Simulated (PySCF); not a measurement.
CH8O2Si3.
Numbering: `[O:1]=[C:2]([SiH3:3])[O:4][SiH2:5][SiH3:6]` (hydrogens: H7, H8, H9 on Si3; H10, H11 on Si5; H12, H13, H14 on Si6)

Geometry (GFN2-xTB, Å), atoms numbered from 1 in this order:
```
atom  x, y, z in Å
O1     0.383    1.111    0.493
C2     0.940    0.178   -0.045
Si3    2.819    0.074   -0.405
O4     0.297   -0.887   -0.469
Si5   -1.373   -1.118   -0.295
Si6   -2.226    0.780    0.692
H7     3.223   -1.301   -0.118
H8     2.993    0.373   -1.826
H9     3.504    1.051    0.434
H10   -1.346   -2.376    0.458
H11   -1.693   -1.438   -1.689
H12   -3.688    0.575    0.793
H13   -1.771    0.988    2.066
H14   -2.064    1.991   -0.112
```

Level of theory: TDDFT wB97X-D/def2-SVPD, vertical, gas phase, core orbitals frozen in the response in PySCF 2.14.0, density-fitted response routines.

Transition dipole moments from the ground state, in atomic units and in the frame of the coordinates above (overall signs are arbitrary), for the states with f of 0.002 or more among the lowest 7:

| state | E (eV) | μx | μy | μz |
| --- | --- | --- | --- | --- |
| S1 | 5.115 | 0.027 | -0.088 | 0.161 |
| S2 | 6.732 | 0.616 | 0.188 | -0.020 |
| S3 | 6.833 | 0.098 | 0.074 | -0.102 |
| S4 | 7.164 | 0.046 | -0.069 | 0.110 |
| S5 | 7.362 | 0.041 | -0.417 | -0.188 |
| S6 | 7.487 | 0.393 | 0.151 | 0.088 |
| S7 | 7.504 | -0.015 | -0.124 | 0.191 |

(1) Work out the oscillator strengths.

(2) Which bond between heavy atoms lies closest to the direction of the S2 transition dipole?

(3) What angle do the transition dipoles of S5 and S6 make?

Answers

(1) f = (2/3) ΔE |μ|² with ΔE in hartree (27.2114 eV).

```
state  |μ|² (au)  |μ| (D)      f
   S1      0.034     0.47  0.004
   S2      0.415     1.64  0.068
   S3      0.025     0.40  0.004
   S4      0.019     0.35  0.003
   S5      0.211     1.17  0.038
   S6      0.185     1.09  0.034
   S7      0.052     0.58  0.010
```

(2) O4–Si5, at 10° from it; next C2–Si3 at 22°.

(3) |cos θ| = |μa·μb| / (|μa| |μb|) = 0.32, so θ ≈ 71° (taken between 0 and 90°, since the signs are arbitrary).

Time: 36 s; peak memory 0.85 GiB. Hardware: one thread of an Arm Neoverse V2, no GPU, shared host with 96 logical CPUs at a one-minute load of 34.

One conformer stands for the species.
